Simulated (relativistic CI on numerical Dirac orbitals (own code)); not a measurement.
# Tc3+ (4d4) in a crystal field

Calculated by Dirac-Coulomb-Breit CI, orbitals from a KLI potential per configuration, a model potential for QED, valence Slater integrals scaled by 0.85, one configuration in a parametric crystal field (own radial code).

Field parameters in Wybourne normalisation: D3d B²₀ = −7Dσ, B⁴₀ = −14Dq − 21Dτ, B⁴₃ = −14√(10/7) Dq. The field is a parameter set, without covalency.

S and J are read from ⟨S²⟩ = S(S + 1) and ⟨J²⟩ = J(J + 1) of each level; they are not fictitious spins.

D3d, 10Dq = 20200, Dσ = -1200, Dτ = -190 cm⁻¹, the lowest 16 levels:

| E (cm⁻¹) | Degeneracy | Irrep | S | J |
| --- | --- | --- | --- | --- |
| 0.0 | 1 | A1 | 1.10 | 4.14 |
| 271 | 1 | A2 | 1.10 | 4.14 |
| 720 | 2 | E | 1.10 | 3.97 |
| 1343 | 2 | E | 1.07 | 3.79 |
| 3571 | 2 | E | 1.81 | 3.06 |
| 3710 | 1 | A1 | 1.80 | 3.12 |
| 4159 | 1 | A2 | 2.00 | 2.98 |
| 4291 | 2 | E | 1.95 | 3.01 |
| 4431 | 2 | E | 1.93 | 3.05 |
| 4457 | 1 | A1 | 1.93 | 3.11 |
| 4492 | 1 | A2 | 1.94 | 3.11 |
| 5741 | 1 | A1 | 1.24 | 3.88 |
| 5912 | 2 | E | 1.26 | 3.85 |
| 7535 | 1 | A1 | 0.17 | 4.46 |
| 10244 | 2 | E | 0.07 | 4.66 |
| 13775 | 2 | E | 0.08 | 4.79 |

D3d, 10Dq = 20200, Dσ = -980, Dτ = -190 cm⁻¹, the lowest 10 levels:

| E (cm⁻¹) | Degeneracy | Irrep | S | J |
| --- | --- | --- | --- | --- |
| 0.0 | 1 | A1 | 1.11 | 4.13 |
| 287 | 1 | A2 | 1.11 | 4.13 |
| 715 | 2 | E | 1.11 | 3.96 |
| 1334 | 2 | E | 1.08 | 3.79 |
| 3323 | 2 | E | 1.76 | 3.15 |
| 3470 | 1 | A1 | 1.75 | 3.19 |
| 3973 | 1 | A2 | 2.00 | 2.99 |
| 4114 | 2 | E | 1.95 | 3.02 |
| 4255 | 2 | E | 1.92 | 3.06 |
| 4265 | 1 | A1 | 1.93 | 3.11 |

D3d, 10Dq = 20200, Dσ = -760, Dτ = -190 cm⁻¹, the lowest 16 levels:

```tsv
E (cm⁻¹)	Degeneracy	Irrep	S	J
0.0	1	A1	1.12	4.12
307	1	A2	1.12	4.11
712	2	E	1.13	3.96
1329	2	E	1.10	3.79
3071	2	E	1.70	3.25
3226	1	A1	1.68	3.29
3802	1	A2	2.00	3.00
3953	2	E	1.94	3.03
4089	1	A1	1.91	3.10
4096	2	E	1.91	3.06
4141	1	A2	1.92	3.10
4929	1	A1	1.41	3.72
5057	2	E	1.40	3.71
8015	1	A1	0.10	4.53
10164	2	E	0.07	4.68
12922	2	E	0.07	4.76
```

The free-ion ground term has S = 2. The field overcomes the spin-pairing energy for D3d, 10Dq = 20200, Dσ = -1200, Dτ = -190 cm⁻¹; D3d, 10Dq = 20200, Dσ = -980, Dτ = -190 cm⁻¹; D3d, 10Dq = 20200, Dσ = -760, Dτ = -190 cm⁻¹, where the ground state has lower spin; these fields are assumed values.

Levels of this model without a field, named by their leading LS term: ⁵D0 0, ⁵D1 322, ⁵D2 890, ⁵D3 1628, ⁵D4 2488, ³H4 15260, ³P0 15282, ³H5 16009 cm⁻¹.
